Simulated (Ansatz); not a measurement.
Mulliken charges of H3OSn, SMILES `[OH][SnH2]` radical from PBE/def2-TZVPP in Ansatz (PBE0-D4/def2-TZVP geometry).

```tsv
atom	x (Å)	y (Å)	z (Å)	charge (e)
O1	0.707	-0.733	0.862	-0.480
Sn2	0.104	0.309	-0.706	0.537
H3	0.369	-1.631	0.873	0.177
H4	-1.607	0.061	-0.846	-0.123
H5	0.476	1.920	-0.225	-0.112
```

Task: By hand: the dipole of these point charges (1 e Å = 4.8032 D).

Result: Σ q r = (-0.074, 0.007, -0.509) e Å, of length 0.514 e Å = 2.47 D.

Task: How does the dipole of the full density compare? (Best estimate.)

Result: Computed: (-0.145, -0.130, -0.245) e Å, 1.50 D; the point charges give 1.65 times that, at 33° from its direction.

Point charges leave out the atoms' own dipoles, such as those of lone pairs, and Mulliken's split depends on the basis, so the two needn't agree.
